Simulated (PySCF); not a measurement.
C2H5BrTe. Atoms are numbered in the order given.

```xyz
9

Te    -0.4093    -0.1824     0.8719
Br     1.2444     0.9976    -0.6719
C     -0.9405    -1.7285    -0.5833
C     -1.6125    -1.1986    -1.8376
H     -1.5948    -2.3990    -0.0010
H     -0.0074    -2.2674    -0.7973
H     -0.9597    -0.4853    -2.3631
H     -2.5587    -0.6868    -1.6058
H     -1.8303    -2.0297    -2.5305
```
Charge 0, spin multiplicity 1.

The structure is a stationary point at B3LYP-D3(BJ)/def2-SVP. The def2 effective core potentials stand for the cores of Te; spin–orbit coupling is left out. One conformer was computed; it need not be the lowest.

The numbers are results of PBE/def2-TZVP run with PySCF, not measurements.

ESP charges are fitted to the potential on shells at 1.4 to 2.0 van der Waals radii. Atomic charges (e):

```csv
atom,Mulliken,ESP fit,Löwdin
Te1,0.22,0.01,0.31
Br2,-0.24,-0.12,-0.10
C3,-0.31,-0.14,-0.49
C4,-0.33,-0.19,-0.36
H5,0.13,0.15,0.13
H6,0.15,0.07,0.13
H7,0.14,0.08,0.12
H8,0.12,0.06,0.12
H9,0.12,0.08,0.13
```

**Question.** Give the Mayer and Wiberg (Löwdin basis) orders of the bonds. (An estimate is asked for; the answer gives what the named calculation found.)

**Answer.** 
```json
[
 {"bond": "Te1–Br2", "Mayer": "1.05", "Wiberg": "1.52"},
 {"bond": "Te1–C3", "Mayer": "1.03", "Wiberg": "1.31"},
 {"bond": "C3–C4", "Mayer": "1.00", "Wiberg": "1.38"},
 {"bond": "C3–H5", "Mayer": "0.93", "Wiberg": "0.88"},
 {"bond": "C3–H6", "Mayer": "0.94", "Wiberg": "0.88"},
 {"bond": "C4–H7", "Mayer": "0.96", "Wiberg": "0.90"},
 {"bond": "C4–H8", "Mayer": "0.96", "Wiberg": "0.90"},
 {"bond": "C4–H9", "Mayer": "0.94", "Wiberg": "0.89"}
]
```
